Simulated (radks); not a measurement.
Results of a calculation; reference values are marked as such.
Q: Radial electron density D(r) = 4 pi r^2 rho(r) of an atom or ion with 47 electrons. Level of theory: non-relativistic Kohn-Sham, LDA (Slater exchange, Perdew-Wang correlation), spin-polarised, spherical densities, point nucleus (a radial shooting solver on a logarithmic mesh with Libxc functionals).

```
   r/bohr * D(r) (the largest magnitude, 79, reaches the edge; | marks zero)
 0.001351 |*
 0.001802 | *
 0.002385 |  *
  0.00318 |    *
 0.004208 |       *
 0.005613 |            *
 0.007426 |                  *
 0.009905 |                          *
  0.01311 |                                  *
  0.01748 |                                        *
  0.02313 |                                          *
  0.03085 |                                       *
  0.04081 |                                    *
    0.054 |                                       *
  0.07203 |                                                *
   0.0953 |                                                      *
   0.1271 |                                                *
   0.1682 |                                      *
   0.2243 |                                         *
   0.2968 |                                           *
   0.3958 |                             *
   0.5238 |              *
   0.6986 |             *
   0.9243 |              *
    1.233 |        *
    1.631 |   *
    2.158 |*
    2.879 *
    3.809 *
     5.08 *
    6.721 *
```

What is the nuclear charge?

A: Z = 49. The innermost maximum, from 1s, lies near 1/Z = 0.0204 bohr (found: 0.0226), and its height grows with Z. The density is that of the indium ion In2+ in [Kr] 4d10 5s1; the configuration itself is not fixed sharply by these data, and Z only to a few units. D(r) has 4 maxima, at r = 0.0226, 0.0961, 0.274, 0.820 bohr, and minima at 0.0428, 0.182, 0.600 bohr, inside which lie 2.01, 11.27, 29.01 electrons.
